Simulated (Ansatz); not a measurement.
Ansatz (a first-principles code) input (HSE06/def2-TZVPD):

Ansatz 0.2 input:
```yaml
crystal:
  periodic: [false, false, false]
  atoms:
    - {symbol: C, position_ang: [3.65382060, -0.05817344, 0.15148793]}
    - {symbol: C, position_ang: [2.27162152, -0.65634114, -0.09434115]}
    - {symbol: C, position_ang: [1.13416918, 0.27663935, 0.31440139]}
    - {symbol: C, position_ang: [-0.25181586, -0.31185826, 0.06999296]}
    - {symbol: C, position_ang: [-1.39303755, 0.63702643, 0.49135019]}
    - {symbol: C, position_ang: [-2.75989461, 0.11476898, 0.23287234]}
    - {symbol: O, position_ang: [-3.19255644, -0.02354182, -1.06296067]}
    - {symbol: H, position_ang: [3.78639521, 0.86911548, -0.41125807]}
    - {symbol: H, position_ang: [3.79827067, 0.17512405, 1.20918683]}
    - {symbol: H, position_ang: [4.44664971, -0.74566695, -0.14875723]}
    - {symbol: H, position_ang: [2.16479548, -0.91012412, -1.15402048]}
    - {symbol: H, position_ang: [2.17710717, -1.59912670, 0.45402244]}
    - {symbol: H, position_ang: [1.22898741, 1.22222360, -0.23194469]}
    - {symbol: H, position_ang: [1.23859557, 0.52975365, 1.37566508]}
    - {symbol: H, position_ang: [-0.35524380, -1.25410720, 0.61669095]}
    - {symbol: H, position_ang: [-0.36434890, -0.56088931, -0.98981425]}
    - {symbol: H, position_ang: [-1.29965547, 0.85841644, 1.55828003]}
    - {symbol: H, position_ang: [-1.25988449, 1.59625044, -0.02957307]}
    - {symbol: H, position_ang: [-3.21726492, -0.61913029, 0.88335588]}
    - {symbol: H, position_ang: [-2.73313195, 0.61412412, -1.62273030]}
basis:
  gaussian:
    orbitals: def2-TZVPD
hamiltonian:
  xc: {name: HSE06}
magnetization: {spin_polarized: true, initial_magnetization: 1}
output: {forces: true}
```

Output:

```
Functional definition: HSE06
integrals: 0.57 GiB planned
1891 factors; their error is unknown
integrals: 0.61 GiB planned
274 factors; integrals over basis functions are off by at most 3.3e-7 eV
0.55 GiB of the device are held for the grids
3.50 GiB of device memory are held for the factors and their scratch space
mean field: 4.00 GiB planned
mean field evaluation 1: about -8456.3953 eV, gradient 5.9e1 eV
mean field evaluation 2: about -8444.5432 eV, gradient 7.6e1 eV
mean field evaluation 4: about -8472.5257 eV, gradient 4.8e0 eV
mean field evaluation 8: about -8472.6175 eV, gradient 1.1e-1 eV
mean field evaluation 16: about -8472.5745 eV, gradient 7.9e-4 eV
mean field -8472.57447515 eV, -311.3613690446 hartree, gradient 4.4e-5 eV, S^2 0.754388; 0 other end points of the search recorded, 0 dependent functions left out
the calculation of the forces begins
reference -8472.57454523 eV, -311.3613716198 hartree; 29, 28 occupied and 350, 351 virtual orbitals, 1891 factors
Total energy: -8472.57454523 eV, -311.3613716198 hartree
Atom 0 at     3.653821    -0.058173     0.151488 Å, force    -0.195008    -0.069303    -0.028359 eV/Å
Atom 1 at     2.271622    -0.656341    -0.094341 Å, force     0.034597     0.191353     0.080365 eV/Å
Atom 2 at     1.134169     0.276639     0.314401 Å, force    -0.027054    -0.180167    -0.076748 eV/Å
Atom 3 at    -0.251816    -0.311858     0.069993 Å, force     0.011660     0.193693     0.090395 eV/Å
Atom 4 at    -1.393038     0.637026     0.491350 Å, force     0.037420    -0.177042    -0.105371 eV/Å
Atom 5 at    -2.759895     0.114769     0.232872 Å, force     0.064617     0.038005    -0.334989 eV/Å
Atom 6 at    -3.192556    -0.023542    -1.062961 Å, force     0.123926     0.104988     0.224414 eV/Å
Atom 7 at     3.786395     0.869115    -0.411258 Å, force     0.004503     0.027438    -0.017441 eV/Å
Atom 8 at     3.798271     0.175124     1.209187 Å, force     0.004868     0.006389     0.032223 eV/Å
Atom 9 at     4.446650    -0.745667    -0.148757 Å, force     0.022723    -0.022817    -0.009904 eV/Å
Atom 10 at     2.164795    -0.910124    -1.154020 Å, force    -0.003103    -0.008725    -0.039482 eV/Å
Atom 11 at     2.177107    -1.599127     0.454022 Å, force    -0.003486    -0.035091     0.021132 eV/Å
Atom 12 at     1.228987     1.222224    -0.231945 Å, force     0.005957     0.038431    -0.023390 eV/Å
Atom 13 at     1.238596     0.529754     1.375665 Å, force     0.006193     0.009687     0.044508 eV/Å
Atom 14 at    -0.355244    -1.254107     0.616691 Å, force    -0.003223    -0.041447     0.026091 eV/Å
Atom 15 at    -0.364349    -0.560889    -0.989814 Å, force     0.000033    -0.014253    -0.048540 eV/Å
Atom 16 at    -1.299655     0.858416     1.558280 Å, force    -0.006889     0.010225     0.042616 eV/Å
Atom 17 at    -1.259884     1.596250    -0.029573 Å, force    -0.003830     0.035642    -0.013177 eV/Å
Atom 18 at    -3.217265    -0.619130     0.883356 Å, force    -0.029485    -0.032792     0.036563 eV/Å
Atom 19 at    -2.733132     0.614124    -1.622730 Å, force    -0.044418    -0.074215     0.099095 eV/Å
Dipole moment:     0.329858     0.129191    -0.016726 e Å
```

It need not be the lowest isomer of its formula.
